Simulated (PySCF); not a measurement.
Isomers of C6H14Si.

All values: PBE0/pcSseg-1 (PySCF) at GFN2-xTB geometries, gas phase, one conformer each.

(1) Rank by the lowest IAO charge on any atom, lowest value first.
A. `[CH3:1]/[CH:2]=[C:3](/[CH2:4][CH3:5])[CH2:6][SiH3:7]` with C2–C3–C4–C5 -99°, C2–C3–C6–Si7 -88°
B. `C=C(C)[Si](C)(C)C`
C. `[CH2:1]=[CH:2][SiH2:3][C@@H:4]([CH3:5])[CH2:6][CH3:7]` with C1–C2–Si3–C4 138°, C2–Si3–C4–C5 -169°, Si3–C4–C6–C7 -59°

(2) Rank by dipole moment, lowest first.
A. `C=C(C)[Si](C)(C)C`
B. `[CH2:1]=[CH:2][SiH2:3][C@@H:4]([CH3:5])[CH2:6][CH3:7]` with C1–C2–Si3–C4 138°, C2–Si3–C4–C5 -169°, Si3–C4–C6–C7 -59°
C. `[CH3:1][SiH2:2][C@@H:3]1[CH2:4][CH2:5][C@@H:6]1[CH3:7]` with C1–Si2–C3–C4 178°, Si2–C3–C4–C5 -106°, C3–C4–C5–C6 -15°, C4–C5–C6–C7 139°, Si2–C3–C6–C5 100°

(3) Rank by the highest Hirshfeld charge on any atom, lowest value first.
A. `[CH3:1][C@@H:2]1[CH2:3][CH2:4][C@H:5]1[CH2:6][SiH3:7]` with C4–C5–C6–Si7 172°, C1–C2–C3–C4 -131°, C2–C3–C4–C5 11°, C3–C4–C5–C6 -131°, C1–C2–C5–C4 130°
B. `C=C(C)[Si](C)(C)C`
C. `[CH3:1][CH2:2][SiH2:3][CH2:4][CH:5]1[CH2:6][CH2:7]1` with C1–C2–Si3–C4 173°, C2–Si3–C4–C5 70°, Si3–C4–C5–C6 83°

Results:

(1) B (-0.721 e), A (-0.536 e), C (-0.418 e).

(2) A (0.30 D), B (0.61 D), C (0.79 D).

(3) A (+0.310 e), C (+0.340 e), B (+0.408 e).

All values together:

```tsv
SMILES	μ (D)	HOMO (eV)	LUMO (eV)	lowest IAO charge (e)	highest IAO charge (e)	lowest Hirshfeld charge (e)	highest Hirshfeld charge (e)
C[SiH2][C@@H]1CC[C@@H]1C	0.79	-7.78	1.14	-0.714 (C)	+0.745 (Si)	-0.214 (C)	+0.338 (Si)
C=C[SiH2][C@@H](C)CC	0.61	-7.67	-0.25	-0.418 (C)	+0.732 (Si)	-0.134 (C)	+0.331 (Si)
C=C(C)[Si](C)(C)C	0.30	-7.27	0.20	-0.721 (C)	+1.059 (Si)	-0.218 (C)	+0.408 (Si)
CC[SiH2]CC1CC1	0.62	-7.48	1.15	-0.532 (C)	+0.754 (Si)	-0.156 (C)	+0.340 (Si)
C/C=C(/CC)C[SiH3]	0.48	-6.49	0.56	-0.536 (C)	+0.609 (Si)	-0.154 (C)	+0.314 (Si)
[SiH3]CC1CCCC1	0.72	-8.19	0.98	-0.529 (C)	+0.593 (Si)	-0.155 (C)	+0.310 (Si)
C[C@@H]1CC[C@H]1C[SiH3]	0.60	-7.91	1.03	-0.529 (C)	+0.591 (Si)	-0.157 (C)	+0.310 (Si)
```

Conformers: `[CH3:1][SiH2:2][C@@H:3]1[CH2:4][CH2:5][C@@H:6]1[CH3:7]` with C1–Si2–C3–C4 178°, Si2–C3–C4–C5 -106°, C3–C4–C5–C6 -15°, C4–C5–C6–C7 139°, Si2–C3–C6–C5 100°; `[CH2:1]=[CH:2][SiH2:3][C@@H:4]([CH3:5])[CH2:6][CH3:7]` with C1–C2–Si3–C4 138°, C2–Si3–C4–C5 -169°, Si3–C4–C6–C7 -59°; `[CH3:1][CH2:2][SiH2:3][CH2:4][CH:5]1[CH2:6][CH2:7]1` with C1–C2–Si3–C4 173°, C2–Si3–C4–C5 70°, Si3–C4–C5–C6 83°; `[CH3:1]/[CH:2]=[C:3](/[CH2:4][CH3:5])[CH2:6][SiH3:7]` with C2–C3–C4–C5 -99°, C2–C3–C6–Si7 -88°; `[SiH3:1][CH2:2][CH:3]1[CH2:4][CH2:5][CH2:6][CH2:7]1` with Si1–C2–C3–C4 -63°, C2–C3–C4–C5 -160°, C3–C4–C5–C6 18°, C4–C5–C6–C7 8°, C5–C6–C7–C3 -31°; `[CH3:1][C@@H:2]1[CH2:3][CH2:4][C@H:5]1[CH2:6][SiH3:7]` with C4–C5–C6–Si7 172°, C1–C2–C3–C4 -131°, C2–C3–C4–C5 11°, C3–C4–C5–C6 -131°, C1–C2–C5–C4 130°.
